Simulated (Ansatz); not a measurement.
Abstraction of Cl: SnH3Cl + CH2F → SnH3 + CH2ClF

Gas-phase species: SnH3Cl `[Cl][SnH3]`, singlet; CH2F `[CH2]F`, doublet; SnH3 `[SnH3]`, doublet; CH2ClF (chlorofluoromethane) `FCCl`, singlet. A radical takes Cl: the energy is the difference in strength between the Sn–Cl bond broken and the C–Cl bond made.

Shapes, held fixed at every level: PBE0-D4/def2-TZVP. Programs: Ansatz 0.2.0. The zero-point and thermal change to 298 K, harmonic and unscaled (PBE0-D4/def2-TZVP), is +5.8 kJ/mol.

| level | kind | ΔH(298 K) (kJ/mol) | less CCSD(T)/def2-TZVPP |
| --- | --- | --- | --- |
| MP2/def2-SVP | perturbation theory | +27.4 | -4.8 |
| MP2/def2-TZVPP | perturbation theory | +29.8 | -2.4 |
| HF/def2-SVP | Hartree–Fock | +66.9 | +34.7 |
| BHLYP-D4/def2-TZVPP | global hybrid | +47.8 | +15.6 |
| CCSD/def2-SVP | coupled cluster or CI | +32.3 | +0.1 |
| CCSD/def2-TZVPP | coupled cluster or CI | +35.9 | +3.7 |
| CCSD(T)/def2-TZVPP | coupled cluster or CI | +32.2 | 0.0 |

The highest level, CCSD(T)/def2-TZVPP, gives ΔH(298 K) = +32.2 kJ/mol; the levels span +27.4 to +66.9. The column of differences is taken from that level and isn't an error. No measured value is set beside it here. Open shells run unrestricted. For atoms past krypton def2 sets carry core potentials with scalar relativity. Outer-core shells of Sn are correlated, in sets that cover them unevenly.
